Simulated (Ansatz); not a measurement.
```yaml
crystal:
  periodic: [false, false, false]
  atoms:
    - {symbol: B, position_ang: [0.251359, 0.802232, 0.706746]}
    - {symbol: B, position_ang: [0.804551, -0.708686, -0.238172]}
    - {symbol: B, position_ang: [-0.628672, -0.595011, 0.583371]}
    - {symbol: B, position_ang: [-0.669775, 0.271896, -0.826872]}
    - {symbol: S, position_ang: [1.059929, 1.003178, -0.983535]}
    - {symbol: H, position_ang: [0.435680, 1.602814, 1.578623]}
    - {symbol: H, position_ang: [1.602637, -1.584461, -0.414686]}
    - {symbol: H, position_ang: [-1.348206, -1.276001, 1.251031]}
    - {symbol: H, position_ang: [-1.507492, 0.484040, -1.656515]}
basis:
  gaussian: {orbitals: "6-31++G**"}
hamiltonian: {xc: {name: PBE}}
scf: {omitted_lower_state_checks: [starts]}
```

```sh
$ ansatz run in.yaml --threads 2 --pin off --events-out ev --progress --plain --max-ram 4352MiB
```

It prints (some lines left out):

```
Functional definition: PBE
1183 factors; their error is unknown
mean field evaluation 1: about -13575.3171 eV, gradient 8.3e1 eV
mean field evaluation 2: about -13430.5024 eV, gradient 1.9e2 eV
mean field evaluation 4: about -13596.2955 eV, gradient 9.0e0 eV
mean field evaluation 8: about -13596.5852 eV, gradient 4.5e-2 eV
mean field evaluation 16: about -13596.5111 eV, gradient 8.3e-5 eV
mean field -13596.51113455 eV, -499.6625681486 hartree, gradient 8.3e-5 eV, S^2 0.000000; 0 other end points of the search recorded, 0 dependent functions left out
reference -13596.51122830 eV, -499.6625715936 hartree; 20, 20 occupied and 103, 103 virtual orbitals, 1183 factors
Total energy: -13596.51122830 eV, -499.6625715936 hartree
Checks for a lower state left out: starts
```

It took 1.4 s on 2 threads of Intel Xeon Platinum 8375C on a shared host.

The 6-31G sets use Cartesian d functions.
